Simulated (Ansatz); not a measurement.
Two isomers of CH7AlGeS: A = `C[S][AlH][GeH3]`, B = `[CH3][AlH][S][GeH3]`.

Isolated molecules relaxed with PBE0-D4/def2-TZVP in Ansatz; ΔE leaves out vibrations. CCSD(T)/CBS adds triple-zeta CCSD(T) − MP2 to the extrapolated MP2 energy (def2 sets, frozen cores). Functionals use def2-TZVPP. B3LYP here is the variant with VWN-RPA as its local correlation; programs differ in this. For Ge outer-core shells are correlated without core-valence functions, which leaves a few kJ/mol of doubt a bond. Scalar relativity is left out up to krypton. Each species was taken in one conformer, which may not be the lowest.

A:

```xyz
11

C    -1.610   -0.959   -0.854
S    -0.787   -2.009    0.384
Al    0.862   -0.807    1.124
Ge    1.216    1.490    0.270
H    -1.332   -1.292   -1.853
H    -2.686   -1.073   -0.725
H    -1.350    0.092   -0.736
H     1.775   -1.516    2.206
H     1.959    1.478   -1.081
H    -0.105    2.250    0.030
H     2.057    2.346    1.236
```

B:

Z-matrix (Å, degrees):
```
C
Al 1 1.948
H 1 1.093 2 111.4
H 1 1.095 2 111.4 3 120.5
H 1 1.095 2 111.4 3 -120.5
S 2 2.185 1 121.2 3 179.4
H 2 1.583 1 124.3 3 -0.6
Ge 6 2.224 2 101.1 1 0.2
H 8 1.534 6 106.1 2 179.5
H 8 1.537 6 110.6 2 60.2
H 8 1.537 6 110.6 2 -61.2
```

Task: Which is lower in electronic energy at CCSD(T)/CBS, and by how much? (An estimate is asked.)

Result: Computed: B, by 81.8 kJ/mol.

Task: Give E(B) − E(A) in kJ/mol with B3LYP-D4, HF/def2-TZVPP, PBE0-D4, PBE-D4, MP2/def2-TZVPP, r2SCAN-D4, B3LYP. (Best estimate.)

Result: The calculation gave: B3LYP-D4 -79.2, HF/def2-TZVPP -89.5, PBE0-D4 -76.4, PBE-D4 -70.7, MP2/def2-TZVPP -92.0, r2SCAN-D4 -81.9, B3LYP -76.7. None reverses the order clearly.

Largest T1 diagnostic: 0.012.

From PBE to PBE0 (25 % exact exchange), in def2-TZVPP and without D4, E(B) − E(A) moves by −6.0 kJ/mol.
